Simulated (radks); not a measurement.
The numbers below are computed, except where a source is named.
Problem. Bi XII, configuration [Xe] 4f14 5d4. Level of theory: Dirac Kohn-Sham, PBE, spin-unpolarised, spherical densities, finite nucleus; open shells fill j = l - 1/2 first; Fermi nuclear charge, rms radius 5.5211 fm (a radial shooting solver on a logarithmic mesh with Libxc functionals). Some entries of the table are withheld. Estimate them.

| orbital | occ. | eigenvalue (eV) | <r> (bohr) |
|---|---|---|---|
| 1s1/2 | 2 | -90644.00 | (1) |
| 2s1/2 | 2 | -16431.07 | 0.06579 |
| 2p1/2 | 2 | (2) | 0.05388 |
| 2p3/2 | 4 | (3) | 0.06293 |
| 3s1/2 | 2 | -4109.848 | 0.1710 |
| 3p1/2 | 2 | -3823.899 | (4) |
| 3p3/2 | 4 | -3304.361 | (5) |
| 3d3/2 | 4 | -2833.255 | 0.1545 |
| 3d5/2 | 6 | -2723.055 | 0.1594 |
| 4s1/2 | 2 | -1087.947 | 0.3767 |
| 4p1/2 | 2 | -963.1973 | 0.3774 |
| 4p3/2 | 4 | -834.8893 | 0.4118 |
| 4d3/2 | 4 | (6) | (7) |
| 4d5/2 | 6 | (8) | (9) |
| 4f5/2 | 6 | -342.8109 | 0.4341 |
| 5s1/2 | 2 | -337.6104 | 0.8100 |
| 4f7/2 | 8 | -337.2441 | 0.4399 |
| 5p1/2 | 2 | (10) | 0.8509 |
| 5p3/2 | 4 | (11) | 0.9217 |
| 5d3/2 | 4 | -197.8843 | 1.041 |
| 5d5/2 | 0 | -193.6058 | 1.063 |

Solution. 
(1) 1s1/2 <r> (bohr): 0.01580
(2) 2p1/2 eigenvalue (eV): -15801.92
(3) 2p3/2 eigenvalue (eV): -13482.43
(4) 3p1/2 <r> (bohr): 0.1615
(5) 3p3/2 <r> (bohr): 0.1780
(6) 4d3/2 eigenvalue (eV): -631.2900
(7) 4d3/2 <r> (bohr): 0.4151
(8) 4d5/2 eigenvalue (eV): -607.2817
(9) 4d5/2 <r> (bohr): 0.4260
(10) 5p1/2 eigenvalue (eV): -292.6865
(11) 5p3/2 eigenvalue (eV): -265.1580
